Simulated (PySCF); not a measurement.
Isomers of C8H8Se. Method: PBE0-D3(BJ)/def2-SVP geometry optimisation, gas phase (PySCF). Energies are electronic, without zero-point or thermal terms, for one conformer each. No frequencies were run at this level. Point groups hold within 0.08 Å.

**Question.** Rank from lowest to highest electronic energy at this level (kJ/mol).
A. `[cH:1]1[cH:2][cH:3][c:4]2[c:5]([cH:6]1)[CH2:7][CH2:8][Se:9]2` with C4–C5–C7–C8 26°, C5–C7–C8–Se9 -35°, C7–C8–Se9–C4 28°, C3–C4–Se9–C8 166°
B. `[CH2:1]=[CH:2][c:3]1[cH:4][cH:5][cH:6][c:7]([SeH:8])[cH:9]1` with C1–C2–C3–C4 4°, C6–C7–Se8–H -179°

**Answer.** A (0.0), B (97.9).

As drawn, the higher has a C=C bond outside aromatic rings, which the lower lacks.

```csv
SMILES,E (Eh),E rel (kJ/mol),dipole (D),point group,"A, B, C (MHz)"
c1ccc2c(c1)CC[Se]2,-2710.08088,0.0,1.48,C1,"2473, 915.1, 679.5"
C=Cc1cccc([SeH])c1,-2710.04358,97.9,0.89,near Cs,"2879, 535.3, 451.4"
```
